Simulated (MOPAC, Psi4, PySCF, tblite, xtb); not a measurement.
Dimer F4Si ··· Cl2 (SMILES F[Si](F)(F)F and ClCl) at R = 3.81 Å between the centres of mass, closest contact 3.53 Å (lowest of the rigid-body minima from ten starts at GFN2-xTB). Geometry in Å and degrees:

```
Si
F 1 1.5673
F 1 1.5673 2 109.44
F 1 1.5675 2 109.48 3 -119.97
F 1 1.5675 2 109.48 3 119.97
Cl 4 3.5331 1 84.86 2 -59.98
Cl 6 2.0135 4 111.31 1 -0.03
```

Methods: GFN2-xTB (tblite); SAPT0/jun-cc-pVDZ, frozen core (Psi4); BLYP/def2-TZVP, counterpoise-corrected (Psi4); BLYP-D3(BJ)/def2-TZVP, counterpoise-corrected (Psi4); PBE/def2-TZVP, counterpoise-corrected (Psi4); PBE-D3(BJ)/def2-TZVP, counterpoise-corrected (Psi4); HF/aug-cc-pVDZ, counterpoise-corrected (Psi4); MP2/aug-cc-pVDZ = DF-MP2/aug-cc-pVDZ, frozen core, counterpoise-corrected (Psi4); SCS-MP2/aug-cc-pVDZ = DF-SCS-MP2/aug-cc-pVDZ, frozen core, counterpoise-corrected (Psi4); PM6, restricted, heats of formation (MOPAC); PM3, restricted, heats of formation (MOPAC); GFN1-xTB (xtb); RKS-B3LYP/6-31G* = restricted B3LYP/6-31G*, spherical d, no counterpoise correction run with PySCF; RMP2/6-31G* = restricted MP2 (frozen core)/6-31G*, spherical d, no counterpoise correction (PySCF); RKS-B3LYP/6-311+G** = restricted B3LYP/6-311+G**, spherical d, no counterpoise correction run with PySCF; RHF/3-21G = restricted Hartree-Fock/3-21G, no counterpoise correction (PySCF).

Problem. What interaction energy does each level give?

Solution. 
| method | E_int / kJ/mol |
|---|---|
| GFN1-xTB | -9.47 |
| BLYP-D3(BJ)/def2-TZVP | -7.10 |
| GFN2-xTB | -6.87 |
| PBE-D3(BJ)/def2-TZVP | -6.45 |
| RMP2/6-31G* | -5.66 |
| RHF/3-21G | -5.32 |
| MP2/aug-cc-pVDZ | -3.47 |
| RKS-B3LYP/6-31G* | -2.68 |
| SCS-MP2/aug-cc-pVDZ | -1.71 |
| SAPT0/jun-cc-pVDZ | -1.21 |
| RKS-B3LYP/6-311+G** | -0.96 |
| PBE/def2-TZVP | -0.70 |
| HF/aug-cc-pVDZ | 3.30 |
| BLYP/def2-TZVP | 4.97 |
| PM6 | 6.45 |
| PM3 | 8.30 |
